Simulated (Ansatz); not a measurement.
`FB1CS[SiH2]1` from Hartree–Fock to CCSD(T)

```tsv
atom	x (Å)	y (Å)	z (Å)
F1	-0.4498	0.4925	2.1257
B2	0.0268	0.3208	0.9008
C3	-0.2988	1.2641	-0.3031
S4	-1.1210	-0.2540	-0.9939
Si5	0.5274	-1.3437	-0.0635
H6	-1.0315	2.0532	-0.1310
H7	0.4947	1.5948	-0.9688
H8	1.7248	-1.4242	-0.9413
H9	0.1274	-2.7034	0.3751
```

The species carries charge 0 and has multiplicity 1. The geometry is a stationary point of PBE0-D4/def2-TZVP. Frozen core, restricted reference, Ansatz. CBS rows extrapolate triple and quadruple zeta; past MP2 they add the triple-zeta difference.

| basis | HF (Eh) | MP2 corr. | CCSD corr. | (T) | CCSD(T) total |
| --- | --- | --- | --- | --- | --- |
| def2-SVP | ? | -0.62876 | ? | -0.02141 | ? |
| def2-TZVPP | -850.92404 | ? | -0.84834 | -0.03695 | ? |
| def2-QZVPP | -850.95100 | -0.87312 | – | – | – |
| CBS(def2) | -850.95471 | ? | -0.96283 | as TZ | ? |

Problem. Fill in the withheld values. (An estimate is asked.)

Solution. The calculation gave: def2-SVP HF (Eh): -850.48500; def2-SVP CCSD corr.: -0.67493; def2-SVP CCSD(T) total: -851.18134; def2-TZVPP MP2 corr.: -0.80734; def2-TZVPP CCSD(T) total: -851.80933; CBS(def2) MP2 corr.: -0.92184; CBS(def2) CCSD(T) total: -851.95449.
